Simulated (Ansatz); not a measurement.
Geometry optimisation of C$_{3}$H$_{9}$ISn, SMILES `[CH3][Sn]([CH3])([CH3])[I]`.

```yaml
crystal:
  periodic: [false, false, false]
  atoms:
    - {symbol: C, position_ang: [-1.681440, 1.214970, 0.261974]}
    - {symbol: Sn, position_ang: [0.199937, 0.250857, -0.223840]}
    - {symbol: C, position_ang: [1.434595, -0.092971, 1.526257]}
    - {symbol: C, position_ang: [-0.081318, -1.544811, -1.408117]}
    - {symbol: I, position_ang: [1.584856, 2.018850, -1.810251]}
    - {symbol: H, position_ang: [-2.282673, 0.544984, 0.908115]}
    - {symbol: H, position_ang: [-1.487262, 2.164478, 0.795103]}
    - {symbol: H, position_ang: [-2.239548, 1.425909, -0.669491]}
    - {symbol: H, position_ang: [1.610728, 0.865321, 2.049793]}
    - {symbol: H, position_ang: [0.916853, -0.796381, 2.208207]}
    - {symbol: H, position_ang: [2.404781, -0.525548, 1.218025]}
    - {symbol: H, position_ang: [-0.613493, -2.303959, -0.801163]}
    - {symbol: H, position_ang: [0.901816, -1.944832, -1.719205]}
    - {symbol: H, position_ang: [-0.680832, -1.305966, -2.306507]}
basis:
  gaussian: {orbitals: def2-TZVP}
hamiltonian: {xc: pbe0, dispersion: d4}
relax: {f_tol: 0.005, max_steps: 150}
```

```sh
$ ansatz run in.yaml --threads 2 --pin off --events-out ev --progress --plain --max-ram 32768MiB --backend cuda --devices 0, --max-vram 18GiB
```

Output, abridged:

```
Functional definition: PBE0
mean field -17189.81497879 eV, -631.7140487955 hartree, gradient 3.7e-5 eV, S^2 0.000000; 0 other end points of the search recorded, 0 dependent functions left out
relax step   1: F+E_penalty+E_count = -17190.10821414 eV  Δ(F+E_penalty+E_count) = +0.000e0 eV  max|allowed force component| = 4.831e-1 eV/Å  Δτ_max = 0.0000 Å  (29 SCF iters, accepted)
mean field -17189.87173384 eV, -631.7161345053 hartree, gradient 6.3e-6 eV, S^2 0.000000; 0 other end points of the search recorded, 0 dependent functions left out
relax step   2: F+E_penalty+E_count = -17190.17243903 eV  Δ(F+E_penalty+E_count) = -6.422e-2 eV  max|allowed force component| = 1.890e-1 eV/Å  Δτ_max = 0.0766 Å  (31 SCF iters, accepted)
mean field -17189.87961573 eV, -631.7164241592 hartree, gradient 7.1e-6 eV, S^2 0.000000; 0 other end points of the search recorded, 0 dependent functions left out
relax step   3: F+E_penalty+E_count = -17190.17845535 eV  Δ(F+E_penalty+E_count) = -6.016e-3 eV  max|allowed force component| = 2.502e-2 eV/Å  Δτ_max = 0.0200 Å  (32 SCF iters, accepted)
mean field -17189.87968214 eV, -631.7164265996 hartree, gradient 7.0e-6 eV, S^2 0.000000; 0 other end points of the search recorded, 0 dependent functions left out
relax step   4: F+E_penalty+E_count = -17190.17864552 eV  Δ(F+E_penalty+E_count) = -1.902e-4 eV  max|allowed force component| = 1.376e-2 eV/Å  Δτ_max = 0.0046 Å  (32 SCF iters, accepted)
mean field -17189.87972027 eV, -631.7164280010 hartree, gradient 7.0e-6 eV, S^2 0.000000; 0 other end points of the search recorded, 0 dependent functions left out
relax step   5: F+E_penalty+E_count = -17190.17867133 eV  Δ(F+E_penalty+E_count) = -2.581e-5 eV  max|allowed force component| = 4.094e-4 eV/Å  Δτ_max = 0.0035 Å  (32 SCF iters, accepted)
mean field -17189.87972027 eV, -631.7164280010 hartree, gradient 7.0e-6 eV, S^2 0.000000; 1 other end points of the search recorded, 0 dependent functions left out
Total energy: -17190.17870730 eV, -631.7274155716 hartree
Atom 0 at    -1.660402     1.200153     0.262128 Å, force    -0.000079    -0.000409     0.000291 eV/Å
Atom 1 at     0.186448     0.237016    -0.213259 Å, force    -0.000127    -0.000176     0.000248 eV/Å
Atom 2 at     1.414447    -0.091035     1.503999 Å, force    -0.000390    -0.000177    -0.000062 eV/Å
Atom 3 at    -0.079072    -1.526623    -1.389509 Å, force    -0.000158    -0.000153     0.000401 eV/Å
Atom 4 at     1.550942     1.978492    -1.781751 Å, force     0.000249     0.000362    -0.000397 eV/Å
Atom 5 at    -2.265753     0.551695     0.898050 Å, force     0.000203     0.000033    -0.000153 eV/Å
Atom 6 at    -1.461603     2.134300     0.786778 Å, force     0.000115    -0.000054     0.000100 eV/Å
Atom 7 at    -2.207219     1.416081    -0.655358 Å, force    -0.000033     0.000060    -0.000046 eV/Å
Atom 8 at     1.586970     0.854953     2.016587 Å, force    -0.000080     0.000095     0.000079 eV/Å
Atom 9 at     0.922085    -0.785984     2.186627 Å, force     0.000069     0.000127    -0.000349 eV/Å
Atom 10 at     2.372226    -0.508666     1.194725 Å, force     0.000123    -0.000009    -0.000082 eV/Å
Atom 11 at    -0.616847    -2.281398    -0.812918 Å, force    -0.000133     0.000355    -0.000099 eV/Å
Atom 12 at     0.893683    -1.922124    -1.680592 Å, force     0.000063    -0.000118     0.000303 eV/Å
Atom 13 at    -0.648906    -1.285959    -2.286608 Å, force     0.000177     0.000064    -0.000234 eV/Å
Dipole moment:    -0.338158    -0.431617     0.388756 e Å
```

It took 25 s on 2 threads of an AMD EPYC 7R13 on a shared host and a share of an NVIDIA H100 80 GB, with 0.94 GiB of host memory at the peak.
